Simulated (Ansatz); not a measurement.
Job for Ansatz (a first-principles code): R-CCSD(T)/aug-cc-pV(D+d)Z on C2H7ClO (a complex), monomers drawn apart or pushed together. Files ending in .json are basis or fitting sets from the Basis Set Exchange.

Ansatz 0.2 input:
```yaml
crystal:
  periodic: [false, false, false]
  atoms:
    - {symbol: Cl, position_ang: [-0.17401669, -0.02806795, 0.46864118]}
    - {symbol: H, position_ang: [-0.20298857, 0.22866111, 1.76144123]}
    - {symbol: C, position_ang: [-1.06942366, -0.53851452, 4.72088514]}
    - {symbol: O, position_ang: [-0.15315302, 0.39061601, 4.15961833]}
    - {symbol: C, position_ang: [1.17687398, 0.21027092, 4.62474179]}
    - {symbol: H, position_ang: [-1.11789389, -0.41981516, 5.80774398]}
    - {symbol: H, position_ang: [-0.78040299, -1.56779083, 4.48288749]}
    - {symbol: H, position_ang: [-2.04519450, -0.32799078, 4.28853682]}
    - {symbol: H, position_ang: [1.22789414, 0.36155156, 5.70743217]}
    - {symbol: H, position_ang: [1.79513066, 0.95260294, 4.12466497]}
    - {symbol: H, position_ang: [1.54498346, -0.79250827, 4.38283859]}
basis:
  gaussian:
    orbitals: aug-cc-pV_D+d_Z.json
magnetization: {spin_polarized: false}
correlation: {method: ccsd_t, electrons: outside_noble_gas}
scf: {lower_state_search: off}
```

Output:

```
WARN ansatz: RAYON_NUM_THREADS=1 ignored (pool sized by the plan → 1); use --threads N
Functional definition: HF
these checks for a lower state are left out or cut short: stability, starts, cluster_reference, orbital_swaps, neighbouring_geometries, increment
integrals: 0.54 GiB planned
1582 factors; integrals over basis functions are off by at most 1.3e-3 eV
mean field: 0.53 GiB planned
mean field evaluation 1: about -16710.4526 eV, gradient 3.0e1 eV
mean field evaluation 2: about -16710.4546 eV, gradient 3.0e1 eV
mean field evaluation 4: about -16712.8002 eV, gradient 4.2e0 eV
mean field evaluation 8: about -16712.8460 eV, gradient 2.1e-4 eV
mean field -16712.84603911 eV, -614.1857635634 hartree, gradient 2.6e-6 eV, S^2 0.000000; 0 other end points of the search recorded, 0 dependent functions left out
8 core orbitals not correlated
reference -16712.84603911 eV, -614.1857635634 hartree; 14, 14 occupied and 142, 142 virtual orbitals, 1582 factors
second order -18.24316667 eV of doubles, -0.00000000 eV of singles
coupled cluster: 1.57 GiB planned
cycle   1  -19.16503185 eV  change   -9.2e-1 eV  update   9.2e-2
cycle   2  -19.62931116 eV  change   -4.6e-1 eV  update   2.7e-2
cycle   3  -19.73727568 eV  change   -1.1e-1 eV  update   1.3e-2
cycle   4  -19.73581161 eV  change    1.5e-3 eV  update   2.7e-3
cycle   5  -19.73536874 eV  change    4.4e-4 eV  update   1.1e-3
cycle   6  -19.73565428 eV  change   -2.9e-4 eV  update   3.6e-4
cycle   7  -19.73556841 eV  change    8.6e-5 eV  update   1.4e-4
cycle   8  -19.73554598 eV  change    2.2e-5 eV  update   4.7e-5
cycle   9  -19.73555348 eV  change   -7.5e-6 eV  update   1.8e-5
perturbative correction -0.57352590 eV, -0.0210766880 hartree
Total energy: -16733.15511849 eV, -614.9321084647 hartree
Checks for a lower state left out: stability, starts, cluster_reference, orbital_swaps, neighbouring_geometries, increment
```

The calculation finished and met its thresholds.

Cost: about 80 core-seconds (a rough figure).
